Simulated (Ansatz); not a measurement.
C2H8N2Si can be A, `C=NCN[SiH3]`, or B, `C1NC[SiH2]N1`.

Program: Ansatz. Geometries: PBE0-D4/def2-TZVP. ΔE: electronic, gas phase. CCSD(T)/CBS is the MP2 limit (def2-TZVPP, def2-QZVPP) plus CCSD(T) − MP2 in def2-TZVPP, frozen cores. DFT in def2-TZVPP. B3LYP here is the variant with VWN-RPA as its local correlation; programs differ in this. One conformer a species, not always the lowest.

A:

Z-matrix (Å, degrees):
```
C
N 1 1.454
N 1 1.436 2 112.5
H 1 1.102 2 111.4 3 -122.2
H 1 1.095 2 106.9 3 120.4
C 2 1.257 1 117.4 3 124.1
Si 3 1.725 1 122.1 2 -78.4
H 3 1.009 1 112.5 2 69.0
H 6 1.090 2 119.6 1 -179.6
H 6 1.100 2 123.2 1 0.3
H 7 1.485 3 107.3 1 -170.9
H 7 1.493 3 116.0 1 68.3
H 7 1.487 3 107.3 1 -51.5
```

B:

```xyz
13

C     0.594   -0.917    0.768
N    -0.722   -1.017    0.150
C    -1.245    0.317   -0.138
Si    0.298    1.112   -0.877
N     1.340    0.082    0.028
H     1.089   -1.893    0.720
H     0.526   -0.628    1.834
H    -1.353   -1.547    0.739
H    -1.577    0.877    0.753
H    -2.086    0.256   -0.832
H     0.437    2.561   -0.559
H     0.423    0.974   -2.356
H     2.275   -0.176   -0.228
```

(1) Which is lower in electronic energy at CCSD(T)/CBS, and by how much? (Best estimate.)

(2) Give E(B) − E(A) in kJ/mol with r2SCAN-D4, MP2/def2-TZVPP, PBE-D4, PBE0-D4, B3LYP-D4, CCSD(T)/def2-TZVPP, HF/def2-TZVPP. (An estimate is asked.)

Largest T1 diagnostic: 0.011.

## Answers

(1) Ansatz gave: B, by 63.6 kJ/mol.

(2) Computed: r2SCAN-D4 -66.7, MP2/def2-TZVPP -67.7, PBE-D4 -65.7, PBE0-D4 -78.7, B3LYP-D4 -51.9, CCSD(T)/def2-TZVPP -57.3, HF/def2-TZVPP -42.6. None reverses the order clearly.

From PBE to PBE0 (25 % exact exchange), in def2-TZVPP and without D4, E(B) − E(A) moves by −13.7 kJ/mol. The D4 term adds −4.5 kJ/mol with B3LYP and −1.9 kJ/mol with PBE0; it sums over pairs of atoms, weighted by their polarisabilities, and B3LYP, whose exchange is more repulsive, gets the larger term.
